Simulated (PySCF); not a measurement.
[CuF5]3-: Cu(II) (d9), charge -3. The structure is a PBE0-D3(BJ)/def2-TZVP, IEF-PCM water geometry optimised for multiplicity 2; coordination square pyramidal, point group C2v, metal–donor distances 1.94–2.24 Å.

Method (PySCF 2.14, density fitting): CASSCF(9,5) with orbitals averaged over all microstates of the shell, strongly contracted NEVPT2 on the averaged canonical orbitals; basis x2c-TZVPall on the metal, x2c-SVPall elsewhere; spin-free X2C; IEF-PCM water; spin-orbit coupling by state interaction with the mean-field operator over all roots.

CASSCF energies above the lowest CASSCF root:

```json
{"state": "2A1", "CASSCF / cm⁻¹": "0"}
{"state": "2A2", "CASSCF / cm⁻¹": "7000"}
{"state": "2A1", "CASSCF / cm⁻¹": "8348"}
{"state": "2B1", "CASSCF / cm⁻¹": "9223"}
{"state": "2B2", "CASSCF / cm⁻¹": "9261"}
```

Q: How does dynamic correlation (SC-NEVPT2) move these states?

A: 
```
state  NEVPT2 / cm⁻¹  shift / cm⁻¹
  2A1              0             0
  2A2           9556         +2555
  2A1          10674         +2326
  2B1          11928         +2705
  2B2          11992         +2731
```

NEVPT2 lifts 2A2 from 7000 to 9556 cm⁻¹; on the d shell alone such lifts tend to overshoot.
